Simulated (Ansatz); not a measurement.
Program: Ansatz. Geometries: PBE0-D4/def2-TZVP. ΔE: electronic, gas phase. CCSD(T)/CBS is the MP2 limit (def2-TZVPP, def2-QZVPP) plus CCSD(T) − MP2 in def2-TZVPP, frozen cores. This one scheme is used for every species, atoms too. DFT in def2-TZVPP. B3LYP here is the variant with VWN-RPA as its local correlation; programs differ in this. Open shells (•) are unrestricted, without spin–orbit coupling. Spin–orbit coupling would lower the free atoms: a little for Al, C; strongly for Sn. Elements past krypton have def2 core potentials. For Sn outer-core shells are correlated without core-valence functions, so the limit isn't a true one: a few kJ/mol of doubt a bond, and 10 to 20 or more in all where bonds break to atoms.

Reaction (atomization): `[SnH3]/[CH]=[C]1\[CH2][AlH]1` → Al• + 3 C• + 7 H• + Sn•

`[SnH3]/[CH]=[C]1\[CH2][AlH]1`:

Z-matrix (Å, degrees):
```
Sn
C 1 2.136
H 1 1.711 2 111.1
H 1 1.711 2 109.5 3 119.8
H 1 1.709 2 110.7 3 -120.0
C 2 1.327 1 121.8 3 63.4
H 2 1.088 1 118.3 3 -117.4
Al 6 1.887 2 155.7 1 -138.1
C 6 1.539 2 129.9 1 -8.3
H 8 1.576 6 158.1 2 -37.9
H 9 1.097 6 112.4 2 96.2
H 9 1.092 6 117.8 2 -33.8
```

| level | ΔE (kcal/mol) | difference from CCSD(T)/CBS |
| --- | --- | --- |
| r2SCAN-D4 | 944.5 | 2.4 |
| B3LYP-D4 | 937.5 | -4.6 |
| ωB97M-V | 941.1 | -1.0 |
| B2PLYP | 926.4 | -15.7 |
| r2SCAN | 942.8 | 0.7 |
| PBE0 | 936.4 | -5.7 |
| B3LYP | 926.1 | -16.0 |
| HF/def2-TZVPP | 672.7 | -269.4 |
| MP2/def2-TZVPP | 925.7 | -16.4 |
| CCSD/def2-TZVPP | 902.0 | -40.1 |
| CCSD(T)/def2-TZVPP | 918.8 | -23.3 |
| HF/def2-QZVPP | 673.9 | -268.2 |
| MP2/def2-QZVPP | 939.5 | -2.6 |
| HF/CBS(def2) | 674.1 | -268.0 |
| MP2/CBS(def2) | 949.0 | 6.9 |
| CCSD/CBS(def2) | 925.3 | -16.8 |
| CCSD(T)/CBS | 942.1 | 0 |

Largest T1 diagnostic among the species: 0.018.

The D4 term adds +11.3 kcal/mol with B3LYP and +6.0 kcal/mol with PBE0; it sums over pairs of atoms, weighted by their polarisabilities, and B3LYP, whose exchange is more repulsive, gets the larger term. In def2-TZVPP, CCSD(T) changes the Hartree–Fock value by +246.2 kcal/mol (the triples alone add +16.8 kcal/mol) and MP2 by +253.1 kcal/mol; breaking electron pairs costs correlation energy, which Hartree–Fock lacks. From PBE to PBE0 (25 % exact exchange), in def2-TZVPP and without D4, ΔE moves by −13.4 kcal/mol: exact exchange takes away binding that semilocal exchange gives to molecules.

For atomizations the MP2-based limit and the directly extrapolated one differ by several kJ/mol either way, and by 10 to 25 for some Ge, Se and Sn compounds, so smaller differences from it don't rank the levels.
